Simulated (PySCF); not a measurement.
Record of a relaxation.

CH7AlFN.
Atom-mapped SMILES: `[CH3:1][Al@H-:2]([NH3+:3])[F:4]` (hydrogens: H5, H6, H7 on C1; H8 on Al2; H9, H10, H11 on N3)

Method: PBE0-D3(BJ)/def2-SVP geometry optimisation, gas phase in PySCF; density fitting, grid level 1; the optimiser is geomeTRIC in internal coordinates, started from a GFN2-xTB structure with every atom displaced at random (about 0.01 Å). The frame can shift and turn from step to step; on so coarse a grid that alone can change the energy by a few meV, and forces under 0.02 eV/Å are noise.

Step 0: E = -11943.1908 eV, largest atomic force 1.747 eV/Å
```
atom  x, y, z in Å  |  force x, y, z in eV/Å
C1     -1.592   -0.519   -0.018   -0.435   1.684  -0.170
Al2    -0.178    0.875   -0.172   -0.018  -1.003   0.092
N3      1.550   -0.248    0.094   -0.001   0.458   1.312
F4      0.240    1.891    1.098   -0.139   0.233   0.507
H5     -1.640   -1.061    0.908    0.131  -0.514   0.914
H6     -1.560   -1.232   -0.826    0.200  -0.630  -0.708
H7     -2.594   -0.041   -0.117    0.259  -0.062   0.022
H8      0.183    1.516   -1.540   -0.010   0.290  -0.681
H9      1.559   -0.658    1.049   -0.051   0.179  -0.759
H10     1.748   -0.974   -0.573    0.125  -0.516  -0.436
H11     2.321    0.426    0.080   -0.061  -0.119  -0.094
```

Step 1: E = -11943.2860 eV, largest atomic force 0.326 eV/Å
```
atom  x, y, z in Å  |  force x, y, z in eV/Å
C1     -1.593   -0.403   -0.065    0.028  -0.313  -0.023
Al2    -0.105    0.871   -0.211    0.018   0.082  -0.034
N3      1.560   -0.305    0.127    0.020   0.044  -0.247
F4      0.157    1.808    1.180    0.035   0.035  -0.071
H5     -1.625   -0.953    0.898    0.066   0.087  -0.147
H6     -1.575   -1.157   -0.878    0.019   0.047   0.116
H7     -2.571    0.095   -0.155   -0.044   0.120  -0.005
H8      0.264    1.559   -1.613   -0.018   0.026   0.064
H9      1.352   -0.744    1.019    0.151  -0.179   0.226
H10     1.755   -1.042   -0.555   -0.090   0.071   0.079
H11     2.417    0.246    0.236   -0.183  -0.021   0.042
```

Step 2: E = -11943.3005 eV, largest atomic force 0.162 eV/Å
```
atom  x, y, z in Å  |  force x, y, z in eV/Å
C1     -1.585   -0.410   -0.072   -0.059  -0.056   0.001
Al2    -0.112    0.880   -0.202    0.084   0.018  -0.067
N3      1.541   -0.310    0.134   -0.115  -0.065   0.093
F4      0.188    1.838    1.166   -0.036   0.013  -0.017
H5     -1.607   -0.959    0.886    0.016   0.016  -0.005
H6     -1.558   -1.162   -0.882    0.020   0.020   0.022
H7     -2.565    0.091   -0.161    0.018   0.012   0.006
H8      0.250    1.567   -1.602    0.001   0.028   0.011
H9      1.369   -0.759    1.036    0.104  -0.040  -0.031
H10     1.722   -1.044   -0.552   -0.028   0.005  -0.011
H11     2.392    0.244    0.231   -0.006   0.050  -0.004
```

Step 3: E = -11943.3050 eV, largest atomic force 0.172 eV/Å
```
atom  x, y, z in Å  |  force x, y, z in eV/Å
C1     -1.583   -0.411   -0.072   -0.040   0.049  -0.023
Al2    -0.111    0.882   -0.207    0.018  -0.024   0.011
N3      1.533   -0.318    0.139   -0.079  -0.035   0.149
F4      0.172    1.848    1.158   -0.010   0.020  -0.007
H5     -1.599   -0.950    0.890    0.004  -0.006   0.042
H6     -1.550   -1.167   -0.875   -0.005  -0.019  -0.024
H7     -2.561    0.094   -0.163    0.018  -0.026   0.003
H8      0.255    1.576   -1.601    0.023   0.004  -0.003
H9      1.393   -0.781    1.040    0.020   0.005  -0.060
H10     1.709   -1.044   -0.555    0.009  -0.003  -0.049
H11     2.378    0.247    0.228    0.042   0.035  -0.040
```

Step 4: E = -11943.3069 eV, largest atomic force 0.071 eV/Å
```
atom  x, y, z in Å  |  force x, y, z in eV/Å
C1     -1.585   -0.411   -0.072    0.002   0.052  -0.012
Al2    -0.111    0.881   -0.204   -0.012  -0.029   0.022
N3      1.530   -0.321    0.143   -0.001   0.004   0.070
F4      0.165    1.859    1.154   -0.009   0.006  -0.002
H5     -1.602   -0.943    0.895   -0.002  -0.005   0.023
H6     -1.549   -1.172   -0.870   -0.005  -0.012  -0.011
H7     -2.563    0.092   -0.168   -0.004  -0.018   0.001
H8      0.266    1.573   -1.597    0.023  -0.009  -0.010
H9      1.410   -0.793    1.041   -0.007   0.000  -0.019
H10     1.702   -1.039   -0.561    0.004   0.010  -0.031
H11     2.372    0.252    0.221    0.011   0.001  -0.032
```

Step 5: E = -11943.3082 eV, largest atomic force 0.044 eV/Å
```
atom  x, y, z in Å  |  force x, y, z in eV/Å
C1     -1.590   -0.410   -0.069    0.018   0.023  -0.004
Al2    -0.111    0.878   -0.201   -0.028  -0.008   0.024
N3      1.530   -0.322    0.146    0.038   0.021  -0.008
F4      0.152    1.867    1.151   -0.001  -0.003  -0.002
H5     -1.610   -0.932    0.904   -0.004  -0.001  -0.002
H6     -1.550   -1.180   -0.860   -0.003  -0.004   0.005
H7     -2.567    0.091   -0.175   -0.008  -0.006   0.000
H8      0.286    1.561   -1.593    0.014  -0.017  -0.010
H9      1.430   -0.806    1.040   -0.011  -0.002   0.005
H10     1.698   -1.029   -0.571   -0.008   0.010  -0.005
H11     2.369    0.258    0.212   -0.006  -0.013  -0.004
```

Step 6: E = -11943.3087 eV, largest atomic force 0.042 eV/Å
```
atom  x, y, z in Å  |  force x, y, z in eV/Å
C1     -1.593   -0.409   -0.067    0.012   0.001   0.002
Al2    -0.112    0.875   -0.198   -0.015   0.007   0.011
N3      1.531   -0.321    0.146    0.029   0.016  -0.026
F4      0.146    1.871    1.150    0.000  -0.004  -0.003
H5     -1.616   -0.925    0.909   -0.003   0.001  -0.006
H6     -1.550   -1.184   -0.853    0.000   0.000   0.007
H7     -2.571    0.090   -0.179   -0.004   0.002  -0.001
H8      0.298    1.549   -1.593    0.003  -0.013  -0.007
H9      1.439   -0.810    1.038   -0.004  -0.005   0.010
H10     1.695   -1.022   -0.577   -0.009   0.005   0.004
H11     2.369    0.261    0.206   -0.007  -0.010   0.007
```

Step 7: E = -11943.3089 eV, largest atomic force under 0.02 eV/Å
```
atom  x, y, z in Å  |  force x, y, z in eV/Å
C1     -1.594   -0.408   -0.065    0.002  -0.008   0.004
Al2    -0.113    0.875   -0.197    0.000   0.011   0.001
N3      1.533   -0.319    0.146    0.007   0.004  -0.010
F4      0.144    1.874    1.148    0.000  -0.001  -0.004
H5     -1.619   -0.921    0.913   -0.001   0.001  -0.002
H6     -1.550   -1.186   -0.847    0.001   0.001   0.004
H7     -2.572    0.090   -0.180    0.000   0.004  -0.001
H8      0.302    1.540   -1.595   -0.004  -0.006  -0.004
H9      1.442   -0.811    1.036    0.000  -0.003   0.003
H10     1.693   -1.018   -0.581   -0.004   0.001   0.003
H11     2.371    0.262    0.205   -0.002  -0.004   0.006
```

Task: Summarise the path.

Result: The energy falls by 11.40 kJ/mol from step 0 to step 7; nine tenths of that is first reached at step 2. It falls at every step. The largest force goes from 1.747 to under 0.02 eV/Å. Among the bonds Al2–H8 changes most, from 1.552 to 1.602 Å; the atoms move by 0.083 Å rms after alignment.

The cost below is that of the whole optimisation. Hardware: Arm Neoverse N1, one thread, shared host. Cost: 31 s of wall time, 0.39 GiB resident at most.
